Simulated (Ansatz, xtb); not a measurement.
C4H4BrFO: 7 structures ranked

7 gas-phase structures of C4H4BrFO, from a drawn sample of its isomers (lower ones may exist). Each was relaxed with GFN2-xTB; where two conformers were screened, the lower at r2SCAN-D4/def2-SVP is listed:

A. `CC(=C=O)[C@H](F)Br`, a singlet
B. `F[C@@H]1C=C(Br)OC1`, a singlet
C. `CC(=O)/C=C(/F)Br`, a singlet
D. `O=C=C(Br)CCF`, a singlet
E. `F[C@@H]1OC=C[C@H]1Br`, a singlet
F. `F[C@@H]1OCC=C1Br`, a singlet
G. `FC1=C[C@H](Br)CO1`, a singlet

**Question.** Which do you expect lowest at r2SCAN-D4/def2-SVP, and how would the others follow?

**Answer.** Calculated order at r2SCAN-D4/def2-SVP: E (0.0), G (1.5), C (4.0), F (4.3), A (5.2), B (8.3), D (14.0) kcal/mol. Less than 1 kcal/mol parts C and F; F and A, so the order within those pairs means little.

Energies above the lowest of each column, in kcal/mol; the last columns are at PBE0-D3(BJ)/def2-SVP geometries and were run for some of them only (a dash: not run or not comparable):

| structure | GFN2-xTB | HF/STO-3G | r2SCAN-D4/def2-SVP | PBE0-D3(BJ)/def2-SVP | CCSD(T)/def2-SVP + ΔMP2/def2-TZVPP |
| --- | --- | --- | --- | --- | --- |
| E | 0.0 | 2.0 | 0.0 | 0.0 | 0.0 |
| G | 1.7 | 0.0 | 1.5 | 1.3 | 4.5 |
| C | 17.0 | 24.0 | 4.0 | 6.6 | 6.8 |
| F | 4.7 | 2.4 | 4.3 | 4.0 | 3.5 |
| A | 16.5 | 33.2 | 5.2 | 8.3 | – |
| B | 2.8 | 0.7 | 8.3 | 8.1 | 7.5 |
| D | 17.8 | 37.5 | 14.0 | – | – |

CCSD(T)/def2-SVP + ΔMP2/def2-TZVPP puts E lowest of those it was run on; HF/STO-3G picks G. CCSD(T)/def2-SVP + ΔMP2/def2-TZVPP orders those it was run on as E (0.0), F (3.5), G (4.5), C (6.8), B (7.5) kcal/mol. Less than 1 kcal/mol parts C and B, so the order within that pair means little. Flexible structures stand in one conformer each, not always the lowest. Frequencies (GFN2-xTB) were run for B, C, E, F, G alone. The ΔMP2 step shifts differences by up to 4.1 kcal/mol, which makes them less sure. ΔMP2 is the change of the MP2 energy from the smaller to the larger basis.

Over these structures GFN2-xTB departs from r2SCAN-D4/def2-SVP by 5.2 kcal/mol on average once a common shift is removed. A GFN2-xTB relaxation took about 0.1 s and the r2SCAN-D4/def2-SVP energy about 2.2 s on a shared host (Ansatz 0.2.0, xtb 6.7.1).
